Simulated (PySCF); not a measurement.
BH3O3, SMILES OB(O)O.

Coordinates come from a TPSSh-D3(BJ)/def2-SVP optimisation. The values are those of a single conformer.

Calculation: TDDFT-PBE/def2-SVPD in PySCF.

Vertical excitations. Gas-phase values at a fixed geometry. State labels are in the subgroup Cs.

Computed lowest excited states:
```
state  symmetry  energy (eV)  λ (nm)      f           main pairs
-----  --------  -----------  ------  -----  -------------------
S1           A"         6.43     193  0.001      HOMO→LUMO 100 %
S2           A"         6.71     185  0.000    HOMO−1→LUMO 100 %
S3           A'         7.22     172  0.023     HOMO−2→LUMO 99 %
S4           A'         7.67     162  0.035     HOMO−3→LUMO 99 %
S5           A"         7.88     157  0.016    HOMO→LUMO+1 100 %
S6           A"         8.10     153  0.000  HOMO−1→LUMO+1 100 %
S7           A"         8.37     148  0.000    HOMO→LUMO+2 100 %
S8           A'         8.59     144  0.003   HOMO−2→LUMO+1 99 %
S9           A"         8.65     143  0.006   HOMO−1→LUMO+2 92 %
S10          A"         8.89     140  0.083     HOMO−4→LUMO 91 %
T1           A"         6.32     196      0      HOMO→LUMO 100 %
T2           A"         6.53     190      0    HOMO−1→LUMO 100 %
T3           A'         7.00     177      0    HOMO−2→LUMO 100 %
T4           A'         7.54     164      0    HOMO−3→LUMO 100 %
```
Triplets are in the Tamm–Dancoff approximation, which puts them higher than full response would, so one can lie above its singlet here.
